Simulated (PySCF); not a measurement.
PySCF input for Zn(I)(Et) (C2H5IZn), SMILES [Zn]([CH2]C)[I], PBE0-D3(BJ)/def2-SVP. Geometry: PBE0-D3(BJ)/def2-SVP. The structure was generated by enumeration; whether it is a known compound was not checked. The def2 effective core potentials stand for the cores of I; spin–orbit coupling is left out. Other conformers were not sampled.

```python
import numpy as np
from pyscf import gto, scf, dft, df
from pyscf.hessian import thermo

mol = gto.M(
    atom='''
    Zn    0.24552725    0.87125480    0.00000000
    I    -0.08806017   -1.55501303   -0.00000000
    C     0.50858043    2.80515065    0.00000000
    C    -0.77479755    3.63015856   -0.00000000
    H     1.12848964    3.04718258   -0.88044766
    H     1.12848964    3.04718258    0.88044765
    H    -1.39897338    3.42954889    0.88516260
    H    -1.39897338    3.42954889   -0.88516260
    H    -0.56035839    4.71272818   -0.00000000
    ''',
    basis='def2-SVP',
    ecp={'I': 'def2-svp'},
    charge=0,
    spin=0,
    max_memory=1600,
    verbose=3,
)
mf = dft.RKS(mol, xc='pbe0').density_fit(auxbasis='def2-universal-jkfit')
mf.disp = 'd3bj'
mf.grids.level = 3
mf.conv_tol = 1e-11
mf.max_cycle = 100
mf.kernel()

# [left out here: the lines that compute and print the analytic Hessian (its translational invariance restored by hand, since the grid's response is missing), thermochemistry and intensities]
```

Program output:

```
converged SCF energy = -2155.7319647229

WARN: DFTD3 does not support analytical Hessian, using finite difference


WARN: Mole.unit (angstrom) is changed to Bohr

Mode                                 0                   1                   2
Irrep
Freq [cm^-1]                       59.8817             85.2649            201.7976
Reduced mass [au]                   5.5035              2.8822              6.4333
Force const [Dyne/A]                0.0116              0.0123              0.1544
Char temp [K]                      86.1564            122.6772            290.3418
Normal mode                   x     y     z       x     y     z       x     y     z
       0  Zn                -0.08  0.00  0.00    0.00 -0.00  0.08   -0.04 -0.03 -0.00
       1   I                 0.02 -0.01 -0.00   -0.00  0.00 -0.02    0.01  0.04  0.00
       2   C                 0.03 -0.01 -0.00    0.00 -0.00 -0.12    0.07 -0.08  0.00
       3   C                 0.11  0.11 -0.00   -0.00 -0.00 -0.04    0.04 -0.15  0.00
       4   H                 0.05 -0.07  0.00   -0.13 -0.11 -0.25    0.07 -0.08 -0.00
       5   H                 0.05 -0.07 -0.00    0.13  0.11 -0.25    0.07 -0.08  0.00
       6   H                 0.09  0.17  0.00    0.14  0.13  0.09    0.05 -0.19 -0.00
       7   H                 0.09  0.17 -0.00   -0.14 -0.13  0.09    0.05 -0.19  0.00
       8   H                 0.22  0.09 -0.00   -0.00 -0.00 -0.24   -0.04 -0.13 -0.00
Mode                                 3                   4                   5
Irrep
Freq [cm^-1]                      242.2333            263.1920            541.3874
Reduced mass [au]                   1.1604              6.3215              4.0682
Force const [Dyne/A]                0.0401              0.2580              0.7025
Char temp [K]                     348.5199            378.6746            778.9360
Normal mode                   x     y     z       x     y     z       x     y     z
       0  Zn                 0.00 -0.00  0.02   -0.02  0.08  0.00   -0.01 -0.06  0.00
       1   I                 0.00  0.00 -0.00   -0.00 -0.03 -0.00    0.00  0.00 -0.00
       2   C                -0.00 -0.00 -0.09    0.11  0.06 -0.00    0.10  0.19 -0.00
       3   C                -0.00  0.00  0.01    0.01 -0.10  0.00   -0.03  0.04 -0.00
       4   H                -0.06  0.01 -0.13    0.09  0.08 -0.01    0.06  0.24 -0.01
       5   H                 0.06 -0.01 -0.13    0.09  0.08  0.01    0.06  0.24  0.01
       6   H                -0.21 -0.39 -0.23    0.04 -0.19 -0.00    0.00 -0.07 -0.00
       7   H                 0.21  0.39 -0.23    0.04 -0.19  0.00    0.00 -0.07  0.00
       8   H                 0.00  0.00  0.55   -0.15 -0.07  0.00   -0.23  0.09  0.00
Mode                                 6                   7                   8
Irrep
Freq [cm^-1]                      629.6156            936.2316            966.3681
Reduced mass [au]                   1.2247              1.0919              1.1559
Force const [Dyne/A]                0.2860              0.5639              0.6360
Char temp [K]                     905.8766           1347.0289           1390.3885
Normal mode                   x     y     z       x     y     z       x     y     z
       0  Zn                -0.00  0.00  0.01    0.00  0.00 -0.01   -0.00 -0.00 -0.00
       1   I                 0.00  0.00 -0.00   -0.00  0.00  0.00    0.00 -0.00 -0.00
       2   C                -0.00 -0.00 -0.12    0.00 -0.00  0.05   -0.01  0.02  0.00
       3   C                 0.00 -0.00 -0.01   -0.00  0.00 -0.07    0.02 -0.10 -0.00
       4   H                 0.40  0.32  0.25    0.15 -0.46  0.02   -0.15  0.42  0.01
       5   H                -0.40 -0.32  0.25   -0.15  0.46  0.02   -0.15  0.42 -0.01
       6   H                 0.22 -0.08  0.13    0.35 -0.21  0.13   -0.04  0.25  0.04
       7   H                -0.22  0.08  0.13   -0.35  0.21  0.13   -0.04  0.25 -0.04
       8   H                 0.00 -0.00  0.07   -0.00  0.00  0.25    0.53 -0.21  0.00
Mode                                 9                  10                  11
Irrep
Freq [cm^-1]                     1053.0534           1203.6648           1243.9325
Reduced mass [au]                   3.1931              1.5123              1.2792
Force const [Dyne/A]                2.0862              1.2910              1.1663
Char temp [K]                    1515.1094           1731.8057           1789.7419
Normal mode                   x     y     z       x     y     z       x     y     z
       0  Zn                -0.00  0.00  0.00    0.00 -0.00 -0.00   -0.00  0.00  0.00
       1   I                 0.00 -0.00 -0.00    0.00  0.00  0.00    0.00 -0.00 -0.00
       2   C                 0.16 -0.09 -0.00   -0.00  0.15  0.00    0.00 -0.00  0.08
       3   C                -0.16  0.04  0.00   -0.04 -0.08 -0.00   -0.00  0.00 -0.11
       4   H                 0.14 -0.01  0.00    0.08 -0.46 -0.10   -0.35  0.37 -0.06
       5   H                 0.14 -0.01 -0.00    0.08 -0.46  0.10    0.35 -0.37 -0.06
       6   H                -0.21  0.24  0.02   -0.01  0.17  0.07    0.29 -0.10  0.07
       7   H                -0.21  0.24 -0.02   -0.01  0.17 -0.07   -0.29  0.10  0.07
       8   H                 0.07 -0.00 -0.00    0.30 -0.14  0.00   -0.00  0.00  0.21
Mode                                12                  13                  14
Irrep
Freq [cm^-1]                     1395.1240           1432.3214           1471.7448
Reduced mass [au]                   1.2047              1.1168              1.0411
Force const [Dyne/A]                1.3815              1.3499              1.3286
Char temp [K]                    2007.2728           2060.7916           2117.5130
Normal mode                   x     y     z       x     y     z       x     y     z
       0  Zn                 0.00  0.00  0.00    0.00  0.00  0.00   -0.00 -0.00 -0.00
       1   I                -0.00 -0.00 -0.00    0.00  0.00  0.00    0.00  0.00  0.00
       2   C                 0.01  0.01  0.00    0.08 -0.01  0.00    0.00  0.02 -0.00
       3   C                 0.10 -0.06 -0.00   -0.02  0.04 -0.00    0.03  0.04 -0.00
       4   H                -0.15 -0.04 -0.12   -0.50 -0.07 -0.40    0.03 -0.03  0.00
       5   H                -0.15 -0.04  0.12   -0.50 -0.07  0.40    0.03 -0.03 -0.00
       6   H                -0.32  0.33 -0.19    0.10 -0.13  0.04   -0.40 -0.31 -0.37
       7   H                -0.32  0.33  0.19    0.10 -0.13 -0.04   -0.40 -0.31  0.37
       8   H                -0.48  0.07  0.00    0.10  0.01 -0.00    0.41 -0.06  0.00
Mode                                15                  16                  17
Irrep
Freq [cm^-1]                     1479.4933           3040.2814           3060.7222
Reduced mass [au]                   1.0359              1.0387              1.0605
Force const [Dyne/A]                1.3360              5.6566              5.8535
Char temp [K]                    2128.6614           4374.2881           4403.6978
Normal mode                   x     y     z       x     y     z       x     y     z
       0  Zn                -0.00 -0.00  0.00   -0.00 -0.00  0.00    0.00 -0.00 -0.00
       1   I                 0.00 -0.00 -0.00    0.00  0.00  0.00    0.00  0.00 -0.00
       2   C                 0.00  0.00  0.02   -0.00 -0.00  0.00    0.06  0.02 -0.00
       3   C                 0.00  0.00  0.05   -0.03  0.04 -0.00   -0.01 -0.00  0.00
       4   H                -0.05  0.03 -0.00    0.03  0.01 -0.05   -0.37 -0.14  0.55
       5   H                 0.05 -0.03 -0.00    0.03  0.01  0.05   -0.37 -0.14 -0.55
       6   H                 0.06 -0.49 -0.04    0.27  0.10 -0.40    0.05  0.02 -0.08
       7   H                -0.06  0.49 -0.04    0.27  0.10  0.40    0.05  0.02  0.08
       8   H                 0.00 -0.00 -0.68   -0.15 -0.66 -0.00   -0.00  0.00  0.00
Mode                                18                  19                  20
Irrep
Freq [cm^-1]                     3113.8413           3121.2795           3141.7826
Reduced mass [au]                   1.1024              1.1018              1.1036
Force const [Dyne/A]                6.2978              6.3246              6.4182
Char temp [K]                    4480.1244           4490.8263           4520.3256
Normal mode                   x     y     z       x     y     z       x     y     z
       0  Zn                -0.00  0.00  0.00    0.00 -0.00 -0.00    0.00 -0.00 -0.00
       1   I                 0.00  0.00  0.00   -0.00 -0.00 -0.00   -0.00  0.00 -0.00
       2   C                 0.00  0.00  0.08    0.01  0.00  0.00   -0.00 -0.00 -0.03
       3   C                -0.00 -0.00 -0.03    0.05  0.07  0.00    0.00  0.00 -0.08
       4   H                 0.36  0.14 -0.50   -0.04 -0.02  0.05   -0.13 -0.05  0.18
       5   H                -0.36 -0.14 -0.50   -0.04 -0.02 -0.05    0.13  0.05  0.18
       6   H                -0.13 -0.05  0.18   -0.25 -0.08  0.38   -0.36 -0.12  0.50
       7   H                 0.13  0.05  0.18   -0.25 -0.08 -0.38    0.36  0.12  0.50
       8   H                 0.00  0.00 -0.01   -0.14 -0.66  0.00   -0.00 -0.00 -0.02
temperature 298.1500 [K]
pressure 101325.00 [Pa]
Rotational constants [GHz] 20.15515 0.75641 0.73572
Symmetry number 1
Zero-point energy (ZPE) 0.06535 [Eh]   171563.716 [J/mol]
                           tot       elec      trans        rot        vib
Entropy [J/mol/K]       355.686      0.000    176.090    116.113     63.484
Cv [J/mol/K]             80.806      0.000     12.472     12.472     55.862
Cp [J/mol/K]             89.120      0.000     20.786     12.472     55.862
Internal energy [J/mol]                      3718.434   3718.434 181055.701
Internal energy [Eh]   -2155.66017  -2155.73196
Enthalpy [J/mol]                             6197.391   3718.434 181055.701
Enthalpy [Eh]          -2155.65923
Gibbs free energy [J/mol]                  -46303.715 -30900.519 162127.942
Gibbs free energy [Eh] -2155.69962
mode   freq/cm-1   IR/(km/mol)
   1       59.88         1.543
   2       85.26         2.415
   3      201.80         8.863
   4      242.23         1.275
   5      263.19        16.810
   6      541.39        24.071
   7      629.62        24.688
   8      936.23         2.030
   9      966.37         5.710
  10     1053.05         8.748
  11     1203.66        23.538
  12     1243.93         1.948
  13     1395.12         6.711
  14     1432.32         1.502
  15     1471.74         1.814
  16     1479.49         8.442
  17     3040.28        45.599
  18     3060.72        11.925
  19     3113.84         1.206
  20     3121.28        18.283
  21     3141.78        23.905
max |gradient| / (hartree/bohr): 4.560239224427444e-05
APT charges: [ 0.8062 -0.5593 -0.1406  0.0374 -0.0399 -0.0399 -0.0084 -0.0084 -0.0471]
```

The calculation finished and met its thresholds.

Cost: around 4 core-minutes (rough).
